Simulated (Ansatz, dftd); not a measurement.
System: C3H4S, charge 0, singlet. C3H4S (prop-2-yne-1-thiol, SMILES C#CCS).
B3LYP-D3(BJ)/def2-TZVP minimum from Ansatz (a quantum-chemistry and plane-wave program):
```
C
H 1 1.0901
H 1 1.0901 2 108.80
C 1 1.4484 2 110.20 3 120.93
C 4 1.1990 3 151.13 1 178.53
H 5 1.0622 3 161.46 1 179.39
S 1 1.8467 2 109.04 3 -118.83
H 7 1.3443 1 95.58 2 59.34
```
Charge 0, spin multiplicity 1.

Wanted: atomisation energy (electronic, to ground-state atoms), in kcal/mol. UHF or UKS for unpaired electrons; spin-orbit terms are left out. Cores are frozen in correlated methods. Rows without X2C or -DK are non-relativistic. CBS(X,Y): correlation extrapolated as X^-3, Hartree-Fock from the larger set. A bracket is a step between two methods taken in the basis named. The functionals are non-relativistic, so their misses hold any scalar relativity. Double hybrids freeze cores in their MP2 part. '+ core + X2C': CCSD(T) terms for core correlation (cc-pwCVTZ, 1s frozen past Ne) and scalar relativity (cc-pVTZ-DK). For partners of very few electrons the exact lower level stands in for a higher one.

| level | program | atomisation energy (kcal/mol) | difference against the last row |
|---|---|---|---|
| r2SCANh-D4/def2-TZVPD | Ansatz + dftd4 | 753.3 | -6.8 |
| wB97M-V/def2-TZVPD | Ansatz | 759.8 | -0.3 |
| B2PLYP/def2-TZVPD | Ansatz | 748.9 | -11.2 |
| CCSD(T)/CBS(cc-pV(T+d)Z,cc-pV(Q+d)Z) | Ansatz | 756.4 | -3.7 |
| CCSDT(Q)/cc-pV(D+d)Z | Ansatz | 694.7 | -65.4 |
| CCSD(T)/CBS(cc-pV(T+d)Z,cc-pV(Q+d)Z) + [CCSDT(Q) - CCSD(T)]/cc-pV(D+d)Z + core + X2C | Ansatz | 760.1 | 0.0 |
